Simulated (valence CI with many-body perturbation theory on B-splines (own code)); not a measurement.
# Ta⁶⁸⁺: E2, E3, M1, M2 decay

Level of theory: relativistic CI+MBPT: three valence electrons over a frozen Dirac-Fock core [He], a basis of 11 s, 11 p, 9 d, 7 f, 5 g, 2 h, 1 i functions for each j, with the one-electron correlation potential Σ1 (screened to all orders), the two-electron term Σ2, the three-electron term Σ3, Breit, model QED; selected single and double excitations, second order for the rest (own B-spline code, finite nucleus).

The last digits are not significant, and no measured levels were compared; by estimate large intervals hold to a few tenths of a per cent, small ones and those within an open d or f shell to about a per cent.

Lines 1 to 33 of 33 in falling wavelength, among levels below 12839 eV, chosen from the decays that carry over 1 % of a level's rate. Wavelengths and rates use the calculated energies. Electric multipoles are in the length gauge, E1 and E2 with the static RPA response of the core. Weak lines are less certain than strong ones. Lines between different terms over intervals too small for the method are left out, as are lines whose strength nearly cancels. The highest levels of a list are the least certain.

Levels are named by their leading jj configuration (3d3/2^4 stands for four electrons in 3d with j = 3/2), which in mixed levels can hold well under half, so a name can repeat and another be missing. Letters in brackets count levels of one name in rising energy.

```
λ vac (nm)                          Upper                       Lower  Type   A (s⁻¹)  Branch %
    0.9564     (2s 2p1/2 2p3/2) J=3/2 [a]          (2s 2p1/2^2) J=1/2    M1  1.26e+10      12.6
    0.9295         (2s 2p3/2 3d5/2) J=9/2      (2s 2p1/2 3d5/2) J=7/2    M1  1.16e+10       6.8
    0.9019             (2s^2 2p3/2) J=3/2          (2s^2 2p1/2) J=1/2    M1  1.16e+10      26.8
    0.1380     (2s 2p1/2 3p1/2) J=1/2 [a]  (2s 2p1/2 2p3/2) J=3/2 [a]    E2  2.23e+12       1.2
    0.1376             (2s^2 3p1/2) J=1/2          (2s^2 2p3/2) J=3/2    E2  2.83e+12      26.7
    0.1337         (2s 2p3/2 3p3/2) J=7/2          (2s 2p3/2^2) J=3/2    E2  9.16e+10       2.2
    0.1322         (2s 2p3/2 3p3/2) J=7/2          (2s 2p3/2^2) J=5/2    E2  9.77e+11      23.2
    0.1320     (2s 2p3/2 3p3/2) J=1/2 [b]          (2s 2p3/2^2) J=3/2    E2  1.70e+12       8.4
    0.1317             (2s^2 3p3/2) J=3/2          (2s^2 2p3/2) J=3/2    E2  1.42e+12       9.9
    0.1305     (2s 2p3/2 3p3/2) J=1/2 [b]          (2s 2p3/2^2) J=5/2    E2  5.49e+11       2.7
    0.1299         (2s 2p3/2 3d5/2) J=9/2          (2s 2p3/2^2) J=5/2    M2  7.59e+10      44.2
    0.1299         (2s 2p3/2 3d5/2) J=9/2          (2s 2p3/2^2) J=5/2    E3  4.64e+09       2.7
    0.1155         (2s 2p3/2 3p3/2) J=7/2      (2s 2p1/2 2p3/2) J=5/2    E2  7.14e+11      17.0
    0.1155         (2s 2p1/2 3p3/2) J=5/2          (2s 2p1/2^2) J=1/2    E2  1.59e+12       1.7
    0.1151         (2s 2p3/2 3p3/2) J=7/2  (2s 2p1/2 2p3/2) J=3/2 [a]    E2  1.16e+12      27.5
    0.1150     (2s 2p3/2 3p3/2) J=1/2 [b]  (2s 2p1/2 2p3/2) J=3/2 [b]    E2  1.63e+12       8.0
    0.1149             (2s^2 3p3/2) J=3/2          (2s^2 2p1/2) J=1/2    E2  1.76e+12      12.2
    0.1138         (2s 2p3/2 3d5/2) J=9/2      (2s 2p1/2 2p3/2) J=5/2    M2  2.95e+10      17.2
    0.1138         (2s 2p3/2 3d5/2) J=9/2      (2s 2p1/2 2p3/2) J=5/2    E3  4.34e+09       2.5
    0.1134         (2s 2p3/2 3d5/2) J=9/2  (2s 2p1/2 2p3/2) J=3/2 [a]    E3  8.78e+09       5.1
    0.1128  (2p1/2 2p3/2 3d3/2) J=5/2 [a]      (2s 2p1/2 2p3/2) J=1/2    E2  2.85e+12       1.4
    0.1126      (2p1/2 2p3/2 3d3/2) J=7/2  (2s 2p1/2 2p3/2) J=3/2 [b]    E2  4.08e+12       8.6
    0.1123         (2s 2p1/2 3d3/2) J=5/2          (2s^2 2p1/2) J=1/2    E2  5.46e+12       1.9
    0.1121          (2p1/2^2 3d3/2) J=3/2          (2s 2p1/2^2) J=1/2    E2  8.99e+12       3.2
    0.1119      (2p1/2 2p3/2 3d3/2) J=7/2      (2s 2p1/2 2p3/2) J=5/2    E2  4.07e+12       8.5
    0.1116  (2p1/2 2p3/2 3d3/2) J=3/2 [a]  (2s 2p1/2 2p3/2) J=3/2 [a]    E2  6.28e+12       1.2
    0.1116  (2p1/2 2p3/2 3d3/2) J=5/2 [a]  (2s 2p1/2 2p3/2) J=3/2 [a]    E2  4.06e+12       2.1
    0.1116  (2p1/2 2p3/2 3d3/2) J=1/2 [a]  (2s 2p1/2 2p3/2) J=3/2 [a]    E2  8.19e+12       3.0
    0.1115      (2p1/2 2p3/2 3d3/2) J=7/2  (2s 2p1/2 2p3/2) J=3/2 [a]    E2  8.80e+11       1.8
    0.1111     (2s 2p3/2 3d5/2) J=3/2 [a]          (2s^2 2p3/2) J=3/2    E2  1.52e+13       1.0
    0.1108      (2p1/2 2p3/2 3d5/2) J=9/2      (2s 2p1/2 2p3/2) J=5/2    E2  9.49e+12      59.7
    0.1106  (2p1/2 2p3/2 3d5/2) J=7/2 [a]  (2s 2p1/2 2p3/2) J=3/2 [a]    E2  8.51e+12      14.8
    0.1105     (2s 2p3/2 3d5/2) J=7/2 [b]          (2s^2 2p3/2) J=3/2    E2  6.18e+12       1.1
```
